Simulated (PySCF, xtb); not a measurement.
CH₅FO₂Si₂, SMILES F[Si@H]1OC[SiH2]O1. Other conformers were not sampled.

Harmonic wavenumbers (cm⁻¹) from GFN2-xTB run with xtb at its own minimum, in rising order: 92, 126, 193, 283, 391, 471, 477, 576, 598, 634, 678, 703, 745, 758, 787, 835, 889, 941, 1083, 1166, 1253, 1466, 2323, 2329, 2498, 2922, 2947.

Task: What does B3LYP-D3(BJ)/def2-SVP run with PySCF give at its own minimum? (An estimate is asked for; the answer gives what the named calculation found.)

Result: 88, 96, 265, 348, 436, 484, 511, 655, 697, 701, 750, 804, 841, 867, 908, 942, 976, 997, 1077, 1225, 1284, 1463, 2242, 2248, 2352, 3032, 3085. Paired by order, the mean absolute difference is 71 cm⁻¹ and the zero-point energies are 40.3 and 42.0 kcal/mol.
